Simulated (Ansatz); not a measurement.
`[CH3][GeH]([NH2])[CH]=O` + `B[O][GeH3]` → `[BH2][GeH]([CH3])[NH2]` + `O=C[O][GeH3]`  (redistribution)

Computed with Ansatz on PBE0-D4/def2-TZVP structures; ΔE is electronic, products minus reactants. CCSD(T)/CBS is the MP2 limit (def2-TZVPP, def2-QZVPP) plus CCSD(T) − MP2 in def2-TZVPP, frozen cores. For Ge outer-core shells are correlated without core-valence functions, which leaves a few kJ/mol of doubt a bond. Scalar relativity is left out up to krypton. One conformer a species, not always the lowest.

```csv
level,ΔE (kJ/mol)
HF/CBS(def2),96.3
MP2/CBS(def2),97.7
```

Q: What does CCSD(T)/CBS give? (An estimate is asked.)

A: Computed: +96.0 kJ/mol. The listed levels differ from it by 0.3, 1.7 kJ/mol.

Largest T1 diagnostic among the species: 0.015.
